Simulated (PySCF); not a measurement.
Structure problem from calculated spectra and properties.

Formula: C5H6BF2N.

- Triplet: lowest triplet excitation (Tamm–Dancoff): 4.28 eV [TDA CAM-B3LYP/def2-SVPD]
- Valence photoelectron: vertical ionisation energy: 8.27 eV [ΔSCF CAM-B3LYP/def2-SVPD]
- 13C NMR: chemical shifts (computed TMS as zero) by class: 112.8 (2 C), 104.7 (2 C), 35.5 (1 C) ppm [GIAO KT3/pcSseg-1]
- Rotational structure: rotational constants A, B, C: 4.191, 0.912, 0.888 GHz [PBE0-D3(BJ)/def2-SVP]
- Couplings: largest of the computed one-bond spin–spin couplings (means over like bonds): 13C–1H +191.5 (×2), 13C–1H +180.0 (×2), 19F–11B -138.6 (×2), 13C–1H +130.7 (×2), 13C–11B +89.6 Hz [B3LYP/pcJ-1, spin–dipole term left out for some pairs]
- 1H NMR: chemical shifts (computed TMS as zero) by class: 6.22 (2 H), 6.13 (2 H), 3.56 (2 H) ppm [GIAO KT3/pcSseg-1]
- Polarisability: 76.3 au [CAM-B3LYP/def2-SVPD]

The electronic properties come from PySCF, for the isolated species, density fitting. Levels stand in brackets. Geometry: PBE0-D3(BJ)/def2-SVP, one conformer, isolated molecule. Each NMR value is the plain mean over a class of atoms that symmetry, rotation or inversion makes alike.

Q: Propose a structure and show how it fits.

A: Numbering: `[F:1][B:2]([F:3])[CH2:4][n:5]1[cH:6][cH:7][cH:8][cH:9]1`. 5 carbons fall into 3 classes; from least to most shielded: aromatic CH next to a ring nitrogen [C6/C9] (112.8 ppm, 2 C), aromatic CH carbon [C7/C8] (104.7 ppm, 2 C), chain sp3 carbon bound to nitrogen [C4] (35.5 ppm). Hydrogen classes from least to most shielded: 2 H on 2 like atoms (aromatic CH next to a ring nitrogen), C6/C9 (6.22 ppm), 2 H on 2 aromatic CH carbons, C7/C8 (6.13 ppm), 2 H on an sp3 carbon bound to nitrogen, C4 (3.56 ppm). The couplings run between: +191.5 Hz, aromatic CH next to a ring nitrogen [C6] and its hydrogen (with 1 like pair); +180.0 Hz, aromatic CH carbon [C7] and its hydrogen (with 1 like pair); -138.6 Hz, boron-bound fluorine [F1] and three-coordinate boron [B2] (with 1 like pair); +130.7 Hz, sp3 carbon bound to nitrogen [C4] and its hydrogen (with 1 like pair); +89.6 Hz, sp3 carbon bound to nitrogen [C4] and three-coordinate boron [B2]. The first electron is taken from the HOMO, whose largest Löwdin shares are 0.27 on each of 2 atoms of one kind (aromatic CH next to a ring nitrogen), 0.15 on an aromatic CH carbon and 0.14 on an aromatic CH carbon. By its constants the optimised geometry is an asymmetric top. Structure: `FB(F)Cn1cccc1`. Computed isomers that give other values at the same levels: `Cn1cccc1B(F)F` (rotational constant A: 2.704 GHz; this holds for the one conformer computed). The assignments are read from this structure; whether some other isomer fits the data as well wasn't checked.

Conformer computed: `[F:1][B:2]([F:3])[CH2:4][n:5]1[cH:6][cH:7][cH:8][cH:9]1`: F1–B2–C4–N5 -1°, B2–C4–N5–C6 -79°.
